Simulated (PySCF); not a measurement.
Species: C₇H₈ClF.
Numbering: `[F:1][C@@:2]12[CH:3]=[CH:4][C@@H:5]([CH2:6]1)[C@@H:7]([Cl:8])[CH2:9]2`

Cartesian coordinates in Å at the GFN2-xTB level; atoms count from 1:
```
atom  x, y, z in Å
F1    -2.3100   -0.7837   -0.6039
C2    -1.0830   -0.2511   -0.3253
C3    -0.8424    1.1443   -0.8453
C4     0.1881    1.6262   -0.1633
C5     0.6275    0.5636    0.8161
C6    -0.7182   -0.0889    1.1541
C7     1.2762   -0.5400   -0.0541
Cl8    2.0478   -1.7716    0.9823
C9     0.0903   -1.1198   -0.8377
H10   -1.3943    1.5803   -1.6551
H11    0.6892    2.5670   -0.2916
H12    1.2486    0.8936    1.6438
H13   -0.6278   -1.0340    1.6849
H14   -1.3960    0.5768    1.6836
H15    2.0674   -0.1513   -0.6956
H16   -0.0895   -2.1644   -0.5873
H17    0.2192   -1.0349   -1.9154
```

NICS is the negative of the GIAO shielding at a point without a nucleus: at the ring centre (0) and 1 Å above and below it (1); zz is the component along the ring normal. Level: GIAO PBE0/pcSseg-1 (PySCF, non-relativistic, gas phase) on the GFN2-xTB geometry, one conformer.

Ring bond lengths (Å), with Mayer bond orders in brackets: C2–C3 1.508 (0.97), C3–C4 1.326 (1.81), C4–C5 1.510 (0.98), C5–C6 1.533 (0.94), C6–C2 1.532 (0.96); C2–C6 1.532 (0.96), C6–C5 1.533 (0.94), C5–C7 1.548 (0.93), C7–C9 1.535 (0.95), C9–C2 1.547 (0.98).

Question: Give the NICS values of each ring in ppm.

Answer: 
```tsv
ring	type	NICS(0)	NICS(1), two faces	NICS(1)zz, two faces	rms pucker (Å)	centre to ring atoms, mean (Å)
C2–C3–C4–C5–C6	5-membered carbocycle; formal bonds 1 double, 4 single	-6.4	-9.4 / -5.2	-10.9 / -4.7	0.25	1.22
C2–C6–C5–C7–C9	5-membered carbocycle; formal bonds all single	-7.9	-9.2 / -3.2	-15.9 / -0.2	0.28	1.26
```

Question: What do they say, and how far can they be read as aromaticity?

Answer: 
- C2–C3–C4–C5–C6: mean NICS(1)zz -7.8 ppm, shielded. C2, C5, C6 have four or more neighbours, so the value isn't read as a sign of a π ring current. The two faces differ by 6.2 ppm, so no symmetry operation interchanges them.
- C2–C6–C5–C7–C9: mean NICS(1)zz -8.0 ppm, shielded. C2, C5, C6, C7, C9 have four or more neighbours; no verdict on aromaticity is drawn. The two faces differ by 15.7 ppm, so no symmetry operation interchanges them.

Question: Give the inner angles of the rings and the Hirshfeld charges of the ring atoms.

Answer: 
- C2–C3–C4–C5–C6: C2 101.4° (+0.102 e), C3 106.4° (-0.052 e), C4 107.7° (-0.043 e), C5 100.8° (-0.033 e), C6 92.4° (-0.084 e); sum 508.6° against 540° for a flat convex ring.
- C2–C6–C5–C7–C9: C2 101.5° (+0.102 e), C6 92.4° (-0.084 e), C5 100.9° (-0.033 e), C7 103.4° (+0.012 e), C9 101.8° (-0.089 e); sum 499.9° against 540° for a flat convex ring.

Question: What are the shieldings of the ring atoms and their hydrogens in the same run (means over atoms taken as equivalent)?

Answer: 
| atoms | environment | σ isotropic (ppm) | principal values of the symmetric part, first atom (ppm) |
| --- | --- | --- | --- |
| C2 | sp3 C–F carbon | 79.2 | 43.4, 57.9, 136.3 |
| C3 | alkene CH carbon | 34.8 | -73.5, 31.7, 146.2 |
| C4 | alkene CH carbon | 46.0 | -64.3, 43.3, 159.0 |
| C5 | sp3 carbon at a ring junction | 135.2 | 121.6, 138.0, 146.1 |
| C6 | ring CH2 carbon | 132.3 | 102.9, 143.9, 150.2 |
| C7 | sp3 C–Cl carbon | 124.8 | 100.4, 121.9, 152.0 |
| C9 | ring CH2 carbon | 142.0 | 120.2, 147.3, 158.5 |
| H10 | vinylic hydrogen | 24.94 | 23.8, 25.2, 25.8 |
| H11 | vinylic hydrogen | 25.39 | 24.1, 25.8, 26.3 |
| H12 | methine hydrogen | 29.07 | 24.6, 27.8, 34.8 |
| H13 | methylene hydrogen | 29.32 | 24.6, 29.2, 34.1 |
| H14 | methylene hydrogen | 29.80 | 27.0, 27.2, 35.3 |
| H15 | methine hydrogen | 28.00 | 22.5, 28.0, 33.5 |
| H16 | methylene hydrogen | 29.50 | 25.1, 29.5, 33.8 |

The list is cut; further classes of hydrogen are left out.
